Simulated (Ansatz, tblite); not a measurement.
Spin states of SrSe2⁻ (the lowest doublet isomer of a short search), each relaxed with PBE-D4/def2-TZVPD in Ansatz. Electronic energies in the gas phase.

In the def2 sets Sr takes a core potential, while STO-3G treats all electrons; there is no spin–orbit coupling. The xTB rows come from tblite. HSE06 is defined as in plane-wave codes, on full-range PBE exchange. Correlated methods freeze 18 core orbitals; core or outer-core shells of Sr, Se are correlated, in sets that lack core-valence functions. The rows differ in basis, and correlated rows in double-zeta sets carry the largest basis error. The structure comes from a short search, and lower isomers may exist.

Doublet geometry (D∞h within 0.1 Å):

```
atom   x (Å)   y (Å)   z (Å)
 Sr1  -0.009  -0.007   0.008
 Se2   1.354   0.770   2.250
 Se3  -1.345  -0.763  -2.258
```

Quartet geometry (C2v within 0.1 Å):

```xyz
3

Sr    0.538    0.588   -0.498
Se    0.885   -2.340   -0.921
Se   -1.424    1.752    1.418
```

⟨S²⟩: doublet 0.76 at PBE0-D4/def2-TZVPD (pure 0.75), quartet 3.76 at PBE0-D4/def2-TZVPD (pure 3.75).

Only these spin states were relaxed.

```
                  level  quartet − doublet (kcal/mol)  lowest of these                                               remarks
               GFN1-xTB                          77.2          doublet                                                     –
               GFN2-xTB                          47.5          doublet                                                     –
              HF/STO-3G                         -11.1          quartet  HOMO above zero (doublet), HOMO above zero (quartet)
           HF/def2-SVPD                          -7.0          quartet                                                     –
          HF/def2-TZVPD                          -7.7          quartet                                                     –
      PBE-D4/def2-TZVPD                          39.4          doublet                             HOMO above zero (quartet)
   revPBE-D4/def2-TZVPD                          37.4          doublet                             HOMO above zero (quartet)
   r2SCAN-D4/def2-TZVPD                          36.8          doublet                             HOMO above zero (quartet)
     PBE0-D4/def2-TZVPD                          31.2          doublet                                                     –
    HSE06-D4/def2-TZVPD                          32.1          doublet                             HOMO above zero (quartet)
CAM-B3LYP-D4/def2-TZVPD                          24.7          doublet                                                     –
     ωB97X-V/def2-TZVPD                          22.5          doublet                                                     –
     ωB97M-V/def2-TZVPD                          25.0          doublet                                                     –
     RPA@PBE/def2-TZVPD                          22.3          doublet                                                     –
          MP2/def2-SVPD                          17.4          doublet                                                     –
         MP2/def2-TZVPD                          18.0          doublet                                                     –
         CCSD/def2-SVPD                          12.3          doublet                                                     –
      CCSD(T)/def2-SVPD                          14.7          doublet                                                     –
```

Change of the quartet − doublet gap on mixing in exact exchange, in kcal/mol: PBE to PBE0 (25 % exact exchange) -8.2.

The xTB methods have no term that favours high spin, so they put low spin too low.
